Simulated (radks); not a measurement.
Excited configurations of Zn15+: one electron is placed in a higher orbital outside [Ne] 3s2 3p2. The ground configuration is [Ne] 3s2 3p3. Method: Dirac Kohn-Sham, LDA (Slater exchange, Perdew-Wang correlation), spin-unpolarised, spherical densities, finite nucleus; open shells fill j = l - 1/2 first; Fermi nuclear charge, rms radius 3.9283 fm; computed with a radial shooting solver on a logarithmic mesh with Libxc functionals. Excitation = E - E(ground); binding = E(ion) - E, where the ion is the core of charge +16; n* = 16/sqrt(2 binding) in atomic units. These energies are relativistic, and a one-electron ion of charge +16 with no core already has n* below n in this formula (Dirac formula, point nucleus: 4p1/2 3.994, 5p1/2 4.994, 5f5/2 4.999, 6s1/2 5.994, 6p1/2 5.994, 6d3/2 5.997, 7d3/2 6.997). The quantum defect is therefore taken as that value minus n*, so that it holds no relativistic shift of the bare ion.

| outer orbital | excitation (eV) | binding (eV) | n* | quantum defect | eigenvalue (eV) | <r> (bohr) |
|---|---|---|---|---|---|---|
| 5p1/2 | 366.41 | 165.81 | 4.583 | 0.411 | -160.85 | 1.920 |
| 5f5/2 | 387.09 | 145.13 | 4.899 | 0.100 | -139.98 | 1.876 |
| 6s1/2 | 415.98 | 116.24 | 5.474 | 0.520 | -113.02 | 2.820 |
| 6p1/2 | 420.43 | 111.78 | 5.582 | 0.412 | -108.62 | 2.873 |
| 6d3/2 | 427.24 | 104.98 | 5.760 | 0.237 | -101.87 | 2.935 |
| 7d3/2 | 455.87 | 76.346 | 6.754 | 0.243 | -74.195 | 4.106 |

Estimate the row for 4p1/2.

Answer. excitation (eV) 260.36; binding (eV) 271.85; n* 3.579; quantum defect 0.415; eigenvalue (eV) -262.96; <r> (bohr) 1.152. The Delta-SCF ionisation energy is 532.22 eV (NIST Atomic Spectra Database: 540 eV, semi-empirical). Self-interaction in the functional shifts the binding energies and quantum defects, so they are the method's values and not measured ones. Spin polarisation and multiplet splitting are left out, so open shells lie too high by an amount that depends on their filling.

Beside tabulated values, note that spin-unpolarised runs miss the spin-polarisation part of the exchange energy of open shells.
